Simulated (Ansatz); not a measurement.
Geometry optimisation, RKS PBE0-D4/def2-SVP (Ansatz).

The input (input.yaml):

```yaml
crystal:
  periodic: [false, false, false]
  atoms:
    - { symbol: B, position_ang: [-0.072902, -0.291813, -0.110892] }
    - { symbol: F, position_ang: [0.090614, -0.488669, 1.199137] }
    - { symbol: O, position_ang: [0.962104, -0.464777, -0.944603] }
    - { symbol: H, position_ang: [1.783701, -0.682919, -0.488487] }
    - { symbol: H, position_ang: [-1.163167, -0.030894, -0.542791] }
    - { symbol: Cl, position_ang: [0.200066, 2.572024, 0.94539] }
    - { symbol: H, position_ang: [0.058283, 1.549448, 1.783947] }
basis:
  gaussian: { orbitals: def2-SVP }
hamiltonian:
  xc: pbe0
  dispersion: d4
relax:
  f_tol: 0.03
  max_steps: 50
```

Command:

```bash
$ ansatz run input.yaml --threads 1 --pin off --max-ram 2048MiB --backend cpu --events-out ev --progress --plain --runs-dir out
```

**Question.** Where does it end, and by what steps?

**Answer.** It converged. After 11 steps the energy has fallen by 0.051 eV; Cl6 moved furthest, 0.35 Å.

```json
{"step": "0", "energy less start (eV)": "0.0000", "largest force component (eV/Å)": "0.942", "accepted": "yes"}
{"step": "1", "energy less start (eV)": "-0.0298", "largest force component (eV/Å)": "0.757", "accepted": "yes"}
{"step": "2", "energy less start (eV)": "-0.0343", "largest force component (eV/Å)": "0.759", "accepted": "yes"}
{"step": "3", "energy less start (eV)": "-0.0391", "largest force component (eV/Å)": "0.627", "accepted": "yes"}
{"step": "4", "energy less start (eV)": "-0.0433", "largest force component (eV/Å)": "0.502", "accepted": "yes"}
{"step": "5", "energy less start (eV)": "-0.0268", "largest force component (eV/Å)": "0.529", "accepted": "no"}
{"step": "6", "energy less start (eV)": "-0.0478", "largest force component (eV/Å)": "0.258", "accepted": "yes"}
{"step": "7", "energy less start (eV)": "-0.0499", "largest force component (eV/Å)": "0.093", "accepted": "yes"}
{"step": "8", "energy less start (eV)": "-0.0506", "largest force component (eV/Å)": "0.031", "accepted": "yes"}
{"step": "9", "energy less start (eV)": "-0.0506", "largest force component (eV/Å)": "0.030", "accepted": "yes"}
{"step": "10", "energy less start (eV)": "-0.0502", "largest force component (eV/Å)": "0.100", "accepted": "no"}
{"step": "11", "energy less start (eV)": "-0.0508", "largest force component (eV/Å)": "0.014", "accepted": "yes"}
```

```xyz
7
Properties=species:S:1:pos:R:3
B -0.086 -0.375 -0.166
F 0.091 -0.400 1.166
O 0.956 -0.578 -0.979
H 1.789 -0.712 -0.509
H -1.186 -0.193 -0.612
Cl 0.230 2.793 1.211
H 0.063 1.627 1.732
```

Whether the end is a true minimum wasn't checked by a vibrational analysis.

Run time: 27 s on 1 thread of Arm Neoverse V2 (shared host), peak memory 0.16 GiB.
